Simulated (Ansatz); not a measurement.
A structure relaxed at PBE0-D4/def2-TZVP, charge 0, multiplicity 1:

Cartesian coordinates in Å:
```
C -1.494 1.533 -0.134
S -1.540 0.263 1.166
Sn -0.690 -1.618 -0.056
S 1.648 -1.862 0.395
C 2.151 -0.121 0.269
H -0.472 1.800 -0.401
H -1.988 2.413 0.279
H -2.036 1.215 -1.024
H -1.447 -3.057 0.446
H -0.957 -1.238 -1.705
H 2.083 0.243 -0.756
H 3.192 -0.074 0.589
H 1.551 0.503 0.932
```

(1) Give its formula and SMILES.

(2) Point group (tolerance 0.08 Å, 0.16 Å for H)?

(3) Summarise the bond lengths by kind.

Results:

(1) C2H8S2Sn, `C[S][SnH2][S]C`.

(2) C1.

(3) 2 × C–S 1.816 to 1.818 Å; 6 × C–H 1.090 to 1.091 Å; 2 × S–Sn 2.394 to 2.399 Å; 2 × H–Sn 1.702 to 1.712 Å.

Program: Ansatz 0.2.0.
